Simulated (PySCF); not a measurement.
# One molecule, several mistakes: BFH2O

These are calculations, not measurements. The program is PySCF 2.14.0, an open-source quantum chemistry code, run on an isolated molecule that a program drew, which may never have been made. The molecule is BFH2O (charge 0, singlet), drawn as the SMILES string `OBF`.

Each row is a Hartree-Fock (HF) and frozen-core CCSD(T) single point in the cc-pVDZ basis, meant for a local HF minimum. Run 1 is clean. Each other run has one planted mistake out of seven kinds, and not every kind appears here: one electron removed, one electron added, multiplicity raised by two, geometry at a saddle point, minimal basis STO-3G, one bond length entered in bohr, all coordinates scaled. The reference is restricted for singlets and unrestricted otherwise, and also for a bond in bohr. Adding or removing an electron swaps singlet and doublet. Electrons count all cores. HOMO and LUMO are orbital energies over both spins, the gradient is its largest component, and the lowest frequency (negative if imaginary) is given only where the gradient is small. Bond lengths are over the 4 bonds as drawn. T1 is the CCSD diagnostic: over 0.02 (restricted) or 0.045 (unrestricted) a single reference is doubtful.

Geometry of the clean run:
```xyz
5
BFH2O, angstrom
O    -2.1363   -2.3435    0.4372
B    -1.3354   -2.2077   -0.6254
F    -0.5754   -1.1149   -0.7468
H    -2.0946   -1.6169    1.0440
H    -1.2926   -3.0506   -1.4645
```

```
run  electrons  basis functions  <S^2>  HOMO (eV)  LUMO (eV)  gradient (hartree/bohr)  lowest frequency (cm^-1)  mean bond (Å)  longest bond (Å)      T1  HF (hartree)  CCSD(T) (hartree)                     mistake
  1         24               52  0.000     -14.52       4.44                  7.4e-06                       529         1.2030             1.338  0.0139    -200.27316         -200.75621                    no fault
  2         24               52  2.006      -5.54      -3.22                  7.6e-02                         -         1.2030             1.338  0.0360    -199.95614         -200.42678  multiplicity raised by two
  3         23               52  0.761     -22.34     -12.25                  1.7e-01                         -         1.2030             1.338  0.0497    -199.78222         -200.25878        one electron removed
  4         24               17  0.000     -11.35       9.11                  4.3e-02                         -         1.2030             1.338  0.0171    -197.51070         -197.63585                           ?
```

**Which mistake was planted in run 4, and what did it cost?**

It has 17 basis functions where the clean run has 52, with the same electrons and geometry. So the mistake is: minimal basis STO-3G. Subtracting run 1 and multiplying by 627.51 kcal/mol a hartree, the energy moved by 1733.5 kcal/mol in HF and 1958.1 kcal/mol in CCSD(T).

Cautions from the logs. Run 3: T1 is over the limit, so its CCSD(T) energy is less reliable.
